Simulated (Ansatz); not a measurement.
`CSB[SiH3]` + `[SiH3]S` → `[SiH3]BS[SiH3]` + CH₃SH at 600 K and 1 bar (ligand exchange at a B–S bond).

Computed with Ansatz on PBE0-D4/def2-TZVP structures; ΔE is electronic, products minus reactants. CCSD(T)/CBS is the MP2 limit (def2-TZVPP, def2-QZVPP) plus CCSD(T) − MP2 in def2-TZVPP, frozen cores. This one scheme is used for every species. One conformer a species, not always the lowest.

```
         species  CCSD(T)/CBS energy (Eh)  H − E (kJ/mol)  S (J/(mol·K))
     `CSB[SiH3]`               -753.91766           263.0          445.0
       `[SiH3]S`               -689.27336           126.3          326.2
`[SiH3]BS[SiH3]`              -1004.95639           237.5          473.8
           CH₃SH               -438.22835           152.3          296.8
```

H − E and S are ideal-gas, rigid-rotor, harmonic terms from PBE0-D4/def2-TZVP, for one conformer and one mirror image of each species. 1 Eh = 2625.50 kJ/mol, R = 8.31446 J/(mol·K).

By hand: ΔE, ΔH, ΔS and ΔG.

ΔE = (-1004.95639) + (-438.22835) − (-753.91766) − (-689.27336) = 0.00628 Eh = 16.5 kJ/mol. Δ(H − E) = 237.5 + 152.3 − 263.0 − 126.3 = 0.5, so ΔH = 17.0 kJ/mol. ΔS = 473.8 + 296.8 − 445.0 − 326.2 = -0.6 J/(mol·K). ΔG = 17.0 − 600 × (-0.6)/1000 = 17.4 kJ/mol.

By hand: the equilibrium constant, and the temperature at which ΔG would vanish if ΔH and ΔS stayed fixed.

log₁₀ K = −ΔG/(RT ln 10) = -1.5. ΔH and −TΔS have one sign here, so there is no such temperature.

The number of gas molecules stays the same, so ΔS is small and ΔH decides. A doubt of 5 kJ/mol in ΔE shifts log₁₀ K by 0.4 here. Other conformers and mirror images would add mixing entropy, several J/(mol·K) or more a flexible species. These are equilibria of isolated gas molecules and say nothing of rates. Largest T1 diagnostic: 0.015 (customary marks: 0.02 for closed shells, 0.045 for open ones).

ΔS is within the doubt of such terms, so its sign, and with it that verdict, could turn.
